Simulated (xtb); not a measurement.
xtb input (GFN2-xTB):

```bash
xtb mol.xyz --gfn 2 --ohess tight --chrg 0 --uhf 0
```
mol.xyz:
```
13

C     -2.07322506    -0.16703602     0.02725988
N     -0.59243721    -0.29374702     0.06837355
C      0.10761364    -1.47443875     0.10538504
C      1.44754018    -1.18159760    -0.01570573
C      1.54665717     0.25591040    -0.04066698
C      0.29909949     0.70569884    -0.05662867
F     -0.17478896     1.95762972    -0.10171097
H     -2.40491144    -0.11867815    -0.96361745
H     -2.32708469     0.73558123     0.57158909
H     -2.50065873    -1.06142278     0.56298316
H     -0.39268140    -2.45213780     0.13251692
H      2.23410512    -1.86839580    -0.01410217
H      2.44806558     0.78302722    -0.17600978
```

Output:

```
           -------------------------------------------------
          |                Calculation Setup                |
           -------------------------------------------------

           -------------------------------------------------
          |                 G F N 2 - x T B                 |
           -------------------------------------------------

        Reference                      10.1021/acs.jctc.8b01176
      * Hamiltonian:
        H0-scaling (s, p, d)           1.850000    2.230000    2.230000
        zeta-weighting                 0.500000
      * Dispersion:
        s8                             2.700000
        a1                             0.520000
        a2                             5.000000
        s9                             5.000000
      * Repulsion:
        kExp                           1.500000    1.000000
        rExp                           1.000000
      * Coulomb:
        alpha                          2.000000
        third order                    shell-resolved
        anisotropic                    true
        a3                             3.000000
        a5                             4.000000
        cn-shift                       1.200000
        cn-exp                         4.000000
        max-rad                        5.000000

          ...................................................
          :                      SETUP                      :
          :.................................................:
          :  # basis functions                  34          :
          :  # atomic orbitals                  34          :
          :  # shells                           20          :
          :  # electrons                        38          :
          :  max. iterations                   250          :
          :  Hamiltonian                  GFN2-xTB          :
          :  restarted?                      false          :
          :  GBSA solvation                  false          :
          :  PC potential                    false          :
          :  electronic temp.          300.0000000     K    :
          :  accuracy                    1.0000000          :
          :  -> integral cutoff          0.2500000E+02      :
          :  -> integral neglect         0.1000000E-07      :
          :  -> SCF convergence          0.1000000E-05 Eh   :
          :  -> wf. convergence          0.1000000E-03 e    :
          :  Broyden damping             0.4000000          :
          :  net charge                          0          :
          :  unpaired electrons                  0          :
          ...................................................

 iter      E             dE          RMSdq      gap      omega  full diag
   1    -21.6400984 -0.216401E+02  0.367E+00    5.27       0.0  T
   2    -21.6872565 -0.471581E-01  0.285E+00    5.03       1.0  T
   3    -21.6971887 -0.993224E-02  0.152E+00    5.12       1.0  T
   4    -21.6977339 -0.545198E-03  0.437E-01    5.11       1.0  T
   5    -21.6989551 -0.122118E-02  0.110E-01    5.12       1.0  T
   6    -21.6989878 -0.327286E-04  0.559E-02    5.11       1.0  T
[...]

 * 4 distinct bonds (by element types)

   Z      Z             #   av. dist./Å        max./Å        min./Å
   1 H    6 C           6     1.0809874     1.0933893     1.0700138
   6 C    6 C           3     1.3805189     1.4117324     1.3634275
   6 C    7 N           3     1.3854785     1.4367209     1.3554983
   6 C    9 F           1     1.3420796     1.3420796     1.3420796

           -------------------------------------------------
          |               Frequency Printout                |
           -------------------------------------------------
 projected vibrational frequencies (cm⁻¹)
eigval :       -0.00    -0.00     0.00     0.00     0.00     0.00
eigval :       45.46   186.16   263.33   293.72   430.60   559.53
eigval :      577.33   612.82   742.07   754.94   799.02   828.02
eigval :      875.93  1023.18  1067.96  1089.49  1107.68  1165.87
eigval :     1184.29  1335.58  1407.38  1414.62  1460.82  1468.94
eigval :     1489.71  1503.77  1590.47  2967.09  3005.07  3033.54
eigval :     3166.95  3179.75  3193.85
 reduced masses (amu)
   1: 14.14   2: 14.51   3: 12.09   4: 10.82   5: 12.90   6: 10.71   7:  1.45   8: 10.10
   9: 12.47  10: 12.96  11: 11.68  12: 12.07  13: 10.74  14: 14.32  15: 11.83  16:  2.62
  17:  2.96  18:  2.97  19: 10.76  20:  5.04  21:  4.22  22:  2.82  23:  3.77  24:  9.22
  25:  4.81  26: 11.27  27:  9.04  28:  5.56  29:  1.63  30:  6.29  31:  7.55  32: 11.51
Molecule has no symmetry elements
It seems to be the C1 point group
  33: 11.70  34:  1.81  35:  1.62  36:  1.70  37:  1.81  38:  1.93  39:  1.94
 IR intensities (km·mol⁻¹)
   1:  0.28   2:  0.33   3:  0.18   4:  0.67   5:  0.05   6:  1.58   7:  0.05   8:  3.13
   9:  4.09  10:  2.03  11:  4.27  12:  9.67  13:  0.35  14: 12.01  15: 11.61  16: 14.52
  17: 12.38  18:  1.50  19: 15.05  20: 11.97  21:  2.14  22:  4.80  23:  1.31  24: 43.59
  25:  9.89  26: 11.00  27:  2.07  28:  0.25  29: 10.54  30: 20.78  31: 53.04  32:103.66
  33: 70.60  34: 27.06  35: 22.82  36:  5.78  37:  5.82  38: 28.97  39: 10.32
 Raman intensities (Ä⁴*amu⁻¹)
   1:  0.00   2:  0.00   3:  0.00   4:  0.00   5:  0.00   6:  0.00   7:  0.00   8:  0.00
   9:  0.00  10:  0.00  11:  0.00  12:  0.00  13:  0.00  14:  0.00  15:  0.00  16:  0.00
  17:  0.00  18:  0.00  19:  0.00  20:  0.00  21:  0.00  22:  0.00  23:  0.00  24:  0.00
  25:  0.00  26:  0.00  27:  0.00  28:  0.00  29:  0.00  30:  0.00  31:  0.00  32:  0.00
  33:  0.00  34:  0.00  35:  0.00  36:  0.00  37:  0.00  38:  0.00  39:  0.00
 output can be read by thermo (or use thermo option).
 writing <g98.out> molden fake output.
 recommended (thermochemical) frequency scaling factor: 1.0
           -------------------------------------------------
          |             Thermodynamic Functions             |
           -------------------------------------------------

c1  symmetry found (for desy threshold:  0.10E+00) used in thermo

          ...................................................
          :                      SETUP                      :
          :.................................................:
          :  # frequencies                          33      :
          :  # imaginary freq.                       0      :
          :  linear?                             false      :
          :  only rotor calc.                    false      :
          :  symmetry                               c1      :
          :  rotational number                       1      :
          :  scaling factor                  1.0000000      :
          :  rotor cutoff                   50.0000000 cm⁻¹ :
          :  imag. cutoff                  -20.0000000 cm⁻¹ :
          :.................................................:

    mode    ω/cm⁻¹     T·S(HO)/kcal·mol⁻¹    T·S(FR)/kcal·mol⁻¹   T·S(vib)
   ------------------------------------------------------------------------
       1     45.46    -1.49239 ( 40.60%)    -1.08413 ( 59.40%)    -1.24990
       2    186.16    -0.67552 ( 99.48%)    -0.66697 (  0.52%)    -0.67548
       3    263.33    -0.48884 ( 99.87%)    -0.56427 (  0.13%)    -0.48894
       4    293.72    -0.43304 ( 99.92%)    -0.53193 (  0.08%)    -0.43313
   ------------------------------------------------------------------------

   temp. (K)  partition function   enthalpy   heat capacity  entropy
                                   cal/mol     cal/K/mol   cal/K/mol   J/K/mol
 298.15  VIB   25.1                 2327.602     16.929     13.396
         ROT  0.177E+06              888.752      2.981     26.989
         INT  0.442E+07             3216.354     19.910     40.385
         TR   0.955E+27             1481.254      4.968     39.673
         TOT                        4697.6084    24.8783    80.0586   334.9654

       T/K    H(0)-H(T)+PV         H(T)/Eh          T*S/Eh         G(T)/Eh
   ------------------------------------------------------------------------
    298.15    0.748612E-02    0.107327E+00    0.380384E-01    0.692883E-01
   ------------------------------------------------------------------------

         :::::::::::::::::::::::::::::::::::::::::::::::::::::
         ::                  THERMODYNAMIC                  ::
         :::::::::::::::::::::::::::::::::::::::::::::::::::::
         :: total free energy         -21.346813246231 Eh   ::
         ::.................................................::
         :: total energy              -21.416101531072 Eh   ::
         :: zero point energy           0.099840615839 Eh   ::
         :: G(RRHO) w/o ZPVE           -0.030552330998 Eh   ::
         :: G(RRHO) contrib.            0.069288284841 Eh   ::
Note: The following floating-point exceptions are signalling: IEEE_UNDERFLOW_FLAG IEEE_DENORMAL
normal termination of xtb
         :::::::::::::::::::::::::::::::::::::::::::::::::::::

optimized geometry written to: xtbopt.xyz

           -------------------------------------------------
          | TOTAL ENERGY              -21.416101531072 Eh   |
          | TOTAL ENTHALPY            -21.308774799785 Eh   |
          | TOTAL FREE ENERGY         -21.346813246231 Eh   |
          | GRADIENT NORM               0.000086536018 Eh/α |
          | HOMO-LUMO GAP               4.971349388907 eV   |
           -------------------------------------------------

------------------------------------------------------------------------
------------------------------------------------------------------------
 total:
 SCF:
 ANC optimizer:
 analytical hessian:
```
